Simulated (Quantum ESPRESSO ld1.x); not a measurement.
Results of a calculation; reference values are marked as such.
The silver ion Ag2+, configuration [Kr] 4d9. Level of theory: scalar-relativistic Kohn-Sham, LDA (Slater exchange, Perdew-Zunger correlation), spin-unpolarised, spherical densities, point nucleus (ld1.x of Quantum ESPRESSO 7.5).

Radial electron density D(r) = 4 pi r^2 rho(r):

r (bohr),D(r) (e/bohr)
0.00458,15.47
0.005247,18.76
0.006011,22.54
0.006832,26.55
0.007827,31.22
0.008896,35.93
0.01019,41.11
0.01168,46.24
0.01327,50.77
0.0152,54.91
0.01728,57.87
0.0198,59.74
0.02268,60.11
0.02578,59.12
0.02954,56.99
0.03357,54.55
0.03846,52.39
0.04371,51.68
0.05008,53.12
0.05737,57.11
0.06521,62.73
0.07471,69.28
0.08491,74.18
0.09728,76.08
0.1115,73.49
0.1267,67.44
0.1451,59.41
0.1649,53.28
0.189,50.89
0.2148,53.02
0.2461,57.75
0.2819,60.92
0.3204,59.13
0.3671,51.11
0.4172,39.82
0.478,27.92
0.5476,19.84
0.6224,16.91
0.7131,17.31
0.8105,18.52
0.9285,18.50
1.064,16.44
1.209,13.21
1.385,9.458
1.574,6.359
1.804,3.860
2.05,2.249
2.349,1.167
2.691,0.5469
3.058,0.2388
3.504,0.08524
3.982,0.02738
4.562,0.006666

D(r) has 4 maxima, at r = 0.0220, 0.0965, 0.289, 0.871 bohr, and minima at 0.0430, 0.187, 0.648 bohr, inside which lie 2.00, 11.12, 29.04 electrons.
